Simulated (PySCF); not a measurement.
# Fractional electron number in Os⁻ (osmium, charge -1)

The 5d beta orbital of [Xe] 4f14 5d7 6s2 is emptied in steps (occupation f), with all orbitals relaxed, ending at [Xe] 4f14 5d6 6s2. All numbers are calculated (PySCF 2.14, scalar relativity through the core potential, in def2-TZVPPD with the def2 core potential (60 electrons) (6s5p3d2f1g, 59 functions)). The exact energy is a straight line in f; departures are measured from the line between the end points of the same method.

```csv
f,PBE0 (eV),r2SCAN (eV),LC-wPBE (eV)
1,0.000,0.000,0.000
0.8,-0.373,-0.566,0.076
0.6,-0.564,-0.850,0.110
0.4,-0.567,-0.850,0.105
0.2,-0.380,-0.566,0.067
0,0.000,0.000,0.000
```

| method | E(f=0) − E(f=1) (eV) | −ε at f=1 (eV) | −ε at f=0.4 (eV) |
| --- | --- | --- | --- |
| PBE0 | 0.812 | -1.503 | 1.267 |
| r2SCAN | 0.932 | -2.599 | 1.645 |
| LC-wPBE | 0.535 | 1.030 | 0.426 |

Orbital energy along the path (eV):

```tsv
f	PBE0	r2SCAN	LC-wPBE
1	1.503	2.599	-1.030
0.8	0.600	1.197	-0.804
0.6	-0.323	-0.222	-0.603
0.4	-1.267	-1.645	-0.426
0.2	-2.229	-3.061	-0.269
0	-3.193	-4.454	-0.124
```

At f = 1 the orbital energy is positive for PBE0, r2SCAN: only the finite basis holds the electron.

Reference removal energy between the ground levels: 1.078 eV (measured; photodetachment measurements, as compiled on the Wikipedia data page of electron affinities). The calculation has no spin-orbit coupling. The determinant left behind need not be the lowest term of the ion.
